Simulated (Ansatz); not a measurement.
The same hydrogenolysis along the group C, Ge, Sn.

Calculated with Ansatz (gas phase, PBE0-D4/def2-TZVP geometries, no zero-point term in ΔE). CBS: MP2 limit from def2 TZ/QZ plus the TZ coupled-cluster correction, frozen cores. This one scheme is used for every species. DFT in def2-TZVPP. def2 core potentials past Kr. For Ge, Sn outer-core shells are correlated without core-valence functions, which leaves a few kJ/mol of doubt a bond. Scalar relativity is left out up to krypton. One conformer a species, not always the lowest.

```json
{"reaction": "`OC(O)(Cl)Cl` + H₂ → `OC(O)Cl` + HCl", "CCSD(T)/def2-SVP (eV)": "-0.93", "ωB97M-V (eV)": "-0.89", "RPA@PBE/def2-TZVPP (eV)": "-0.95"}
{"reaction": "`[OH][Ge]([OH])([Cl])[Cl]` + H₂ → `[OH][GeH]([OH])[Cl]` + HCl", "CCSD(T)/def2-SVP (eV)": "0.44", "ωB97M-V (eV)": "0.51", "RPA@PBE/def2-TZVPP (eV)": "0.46"}
{"reaction": "`[OH][Sn]([OH])([Cl])[Cl]` + H₂ → `[OH][SnH]([OH])[Cl]` + HCl", "CCSD(T)/def2-SVP (eV)": "0.54", "ωB97M-V (eV)": "0.60", "RPA@PBE/def2-TZVPP (eV)": "0.54"}
```

**Question.** Give the CCSD(T)/CBS values in the same order. (An estimate is asked.)

**Answer.** The calculation gave: -0.93, 0.50, 0.65 eV.

Largest T1 diagnostic: 0.013, for `[OH][SnH]([OH])[Cl]`.
